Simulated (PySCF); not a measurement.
Radial density of Au (gold, neutral)

UHF, [Xe] 4f14 5d10 6s1, 2S determinant. All numbers are calculated (PySCF 2.14, scalar relativity through the core potential, in def2-TZVPPD with the def2 core potential (60 electrons)). This is the valence pseudo-density: the core potential removes the inner electrons and smooths the orbitals near the nucleus.

```json
{"r (bohr)": "0.139", "4πr²ρ (e/bohr)": "0.0001057", "4πr²(ρα − ρβ)": "0.0000"}
{"r (bohr)": "0.234", "4πr²ρ (e/bohr)": "0.003346", "4πr²(ρα − ρβ)": "0.0000"}
{"r (bohr)": "0.394", "4πr²ρ (e/bohr)": "0.2597", "4πr²(ρα − ρβ)": "0.0028"}
{"r (bohr)": "0.662", "4πr²ρ (e/bohr)": "7.804", "4πr²(ρα − ρβ)": "0.0375"}
{"r (bohr)": "1.11", "4πr²ρ (e/bohr)": "16.22", "4πr²(ρα − ρβ)": "-0.1284"}
{"r (bohr)": "1.87", "4πr²ρ (e/bohr)": "5.339", "4πr²(ρα − ρβ)": "0.3215"}
{"r (bohr)": "3.15", "4πr²ρ (e/bohr)": "0.8979", "4πr²(ρα − ρβ)": "0.3579"}
{"r (bohr)": "5.30", "4πr²ρ (e/bohr)": "0.07214", "4πr²(ρα − ρβ)": "0.0575"}
{"r (bohr)": "8.91", "4πr²ρ (e/bohr)": "0.0006998", "4πr²(ρα − ρβ)": "0.0007"}
```

Energies and moments cover only the electrons outside the core potential. Spin-orbit coupling, which splits the p, d and f shells strongly at this Z, is absent.

(1) Where is the radial spin density 4πr²(ρα − ρβ) most negative, and why is it negative at all?

Results:

(1) Around r = 1.11 bohr, down to -0.1284 e/bohr: exchange with the open shell polarises the paired shells in an unrestricted calculation.
